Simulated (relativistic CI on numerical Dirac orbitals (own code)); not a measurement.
**Hyperfine structure of Eu24+, mass number 153**

Method of calculation: Dirac-Coulomb-Breit CI, orbitals from a KLI potential per configuration, model QED (radiative potential, 1s self-energy scaled to tabulated hydrogen-like ionisation energies), unscaled Slater integrals (own radial code, finite nucleus).

Configuration list (outside the closed core [Ar] 3d10): 4s2 4p6 4d3, 4s2 4p5 4d4, 4s2 4p6 4d2 4f, 4s 4p6 4d4, 4s 4p6 4d3 4f, 4s2 4p6 4d2 5s, 4s2 4p6 4d2 5p, 4s2 4p6 4d 4f 5s, 4s2 4p6 4d2 5d, 4s2 4p5 4d3 5s, 4s2 4p6 4d 4f2, 4s2 4p6 4f3, 4s 4p6 4d 4f3, 4s2 4p6 4f2 5s, 4s2 4p6 4f2 5p, 4s2 4p6 4d 5s2, 4s2 4p6 4f 5s2, 4s 4p6 4d 4f 5s2, 4s2 4p6 5s2 5p. Double excitations out of closed p, d and f shells are left out; levels of such configurations are missing from the list, as are those of other unlisted configurations, and high levels can miss mixing partners. These lack a partner that the ground configuration has and come out too high: 4s2 4p6 4d2 5d, 4s2 4p5 4d3 5s.

Nuclear spin I = 5/2, μ = 1.5294 μN, Q = 2.41 b (tables of Stone and Pyykkö). The electronic factors are computed for point nuclear moments, without core polarisation or the Bohr-Weisskopf and QED corrections.

```
             Level  E (cm⁻¹)  A (MHz)  B (MHz)
4s2 4p6 4d3 4F_3/2       0.0     7698   -14300
4s2 4p6 4d3 4F_5/2   39702.0     4418    -8560
4s2 4p6 4d3 4F_7/2   60506.9     4361     -453
4s2 4p6 4d3 4P_1/2   68397.7    -3124         
4s2 4p6 4d3 4P_5/2  104411.0     1895    19600
4s2 4p6 4d3 2G_7/2  106376.9     4155     4810
4s2 4p6 4d3 4F_9/2  113662.0     3882    10500
4s2 4p6 4d3 2P_1/2  129663.3   -866.6
```

Levels with J = 0, under 50 % of one LS term, or S terms without an open s electron are left out. Small factors come from cancelling terms and can be off by tens of per cent or more.

At this charge energies of transitions that change n are usually good to better than 1 %, and those within a shell (Δn = 0) to a few per cent. Terms inside the open d or f shell come out 10 to 20 % too wide with unscaled integrals.

**Question.** Give the hyperfine levels of 4s2 4p6 4d3 4F_3/2 relative to its centre of gravity.

**Answer.** With K = F(F + 1) − I(I + 1) − J(J + 1), E = AK/2 + B[¾K(K + 1) − I(I + 1)J(J + 1)]/[2I(2I − 1)J(2J − 1)]: F = 1: -50400, F = 2: -23590, F = 3: 5926, F = 4: 25300 MHz.

LS names give the leading component of a level, which can be under half, so a name can repeat, a term be missing and a line seem to break the LS rules.
